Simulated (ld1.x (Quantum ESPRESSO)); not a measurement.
# Ranking TM potentials for beryllium (Be)

All share these settings but for the change named:

ld1.x (Quantum ESPRESSO) 7.5 input, shortened:

```
&input
   title='Be', zed=4., rel=0, dft='PBESOL', iswitch=3,
   config='[He] 2s1 2p1'
 /
 &inputp
   pseudotype=2, tm=.true., lloc=0,
   nlcc=.true., rcore=0.90
 /
2
2P  2  1   1.00   0.00  4.20  4.20  0.0
2S  1  0   1.00   0.00  1.55  1.55  0.0
 &test
   configts(1)='2s1 2p1'
 /
```

Test errors are all-electron minus pseudo excitation energies from the reference, over 2s2 2p0; 2s1 2p0; 2s1.5 2p0; 2s0 2p2; 2s0 2p1. None of these files shows a bound ghost.

The base gives 74.1 meV.

Of 10 variants that were run, those that failed, showed a ghost or another fault, or gave nearly equal values are left out.

A variant can come out equal or close to the base, since the largest error may sit in a test that the change hardly touches while other tests move.

(1) Rank these variants by their largest absolute test error, smallest first.
A. wave 2s (bound): rc 1.55 bohr becomes 2s (bound): rc 1.40 bohr
B. all radii but the core radius scaled by about 1.32 (s 2.04, p 5.54 bohr)
C. wave 2p (bound): rc 4.20 bohr becomes 2p (bound): rc 4.98 bohr
D. local potential all-electron potential smoothed inside 4.10 bohr (lloc = -1)
E. all radii but the core radius scaled by about 0.92 (s 1.42, p 3.86 bohr)

Answers

(1) E (52.4 meV), A (74.2 meV), D (98.2 meV), C (135.7 meV), B (188.1 meV).
